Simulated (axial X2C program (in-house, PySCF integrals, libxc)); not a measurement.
# Spin–orbit effects down a group: molecules with Li, PBE0

Calculated with an axial X2C code built on PySCF integrals, spin-free (one-electron X2C) or two-component (2c: spin–orbit coupling with atomic mean-field Coulomb and Gaunt terms, which also bring small scalar terms), in Dyall basis sets with cores contracted in-house; open shells are unrestricted.

Basis sets: Hf dyall-cv3z, Li dyall-cv3z, Ti dyall-cv3z, Zr dyall-cv3z.

| molecule | spin-free state | Re (Å) | ωe (cm⁻¹) | De (eV) | 2c state | Re 2c (Å) | ωe 2c (cm⁻¹) | De 2c (eV) |
| --- | --- | --- | --- | --- | --- | --- | --- | --- |
| LiTi | M_S = 3/2, Λ = 2 | 2.747 | 266.9 | 0.74 | Ω = 1/2 | 2.747 | 266.8 | n/a |
| LiZr | M_S = 3/2, Λ = 3 | 2.917 | 282.7 | 0.84 | Ω = 3/2 | 2.919 | 281.7 | n/a |
| LiHf | M_S = 3/2, Λ = 0 | 2.842 | 243.8 | 0.62 | Ω = 3/2 | 2.860 | 240.0 | n/a |

**Question.** Work out the shifts from the spin-free to the two-component result.

**Answer.** 

```csv
molecule,2c state,ΔRe (Å),Δωe (cm⁻¹),ΔDe (eV)
LiTi,Ω = 1/2,0.000,-0.1,n/a
LiZr,Ω = 3/2,0.002,-1.0,n/a
LiHf,Ω = 3/2,0.018,-3.8,n/a
```

Shifts of one unit in the last digit are rounding.

Each entry is the lowest single determinant of a limited PBE0 search at one distance. De goes to single-determinant-based atoms at the same level (for ions the charge split of lowest energy) and is withheld (n/a) where an atom does not fit its ground term or J level. Main or longest-lived isotopes. One determinant is a doubtful description, or other states lie close, for LiTi, LiZr, LiHf; these need not be ground states, and all values refer to the states named. With several unpaired electrons the Ω given is that of one determinant, not necessarily of the lowest component. The functionals have no current term, which raises determinants with orbital currents. Where the atoms have a lower orbital projection than the molecule, De at mean-field level may be about a tenth of an eV too small.
